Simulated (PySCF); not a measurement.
# Bond length, frequency and bond energy of GdN by level of theory

State: octet, about 7.2 electrons in the 4f shell (Mulliken). Set-up: Gd x2c-TZVPall, N x2c-TZVPall; spin-free X2C with a Gaussian nucleus (PySCF 2.14). De refers to Gd (4f7 5d1 6s2) + N in their high-spin ground configurations, without counterpoise correction. The functionals are run spin-unrestricted. A positive dipole means Gd(−)N(+). Levels whose curve was spin-contaminated or gave no clean fit are not listed.

```
 Level  Re (Å)  ωe (cm⁻¹)  De (eV)  μ (D)
  ROHF   1.748        938      n/a  -9.16
   LDA   1.750        844     6.48  -6.24
   PBE   1.778        792     5.57  -5.91
r²SCAN   1.773        805     4.72  -6.07
  PBE0   1.752        870     4.39  -7.28
```

The bond length runs from 1.748 Å (ROHF) to 1.778 Å (PBE). De spans 4.39 eV (PBE0, global hybrid GGA) to 6.48 eV (LDA, local density).

These are scalar-relativistic numbers at best; spin–orbit coupling would shift them, the dissociation energy most. UHF is strongly spin-contaminated for GdN, so the ROHF reference used there is far from stable. The state is the lowest single determinant that the PBE0 search found; with open d or f shells the true ground state can be another one.

The whole job (state search and all levels along the bond) took about 12 min on 4 threads of Intel Xeon Platinum 8488C (shared host), peak memory 6.3 GiB.
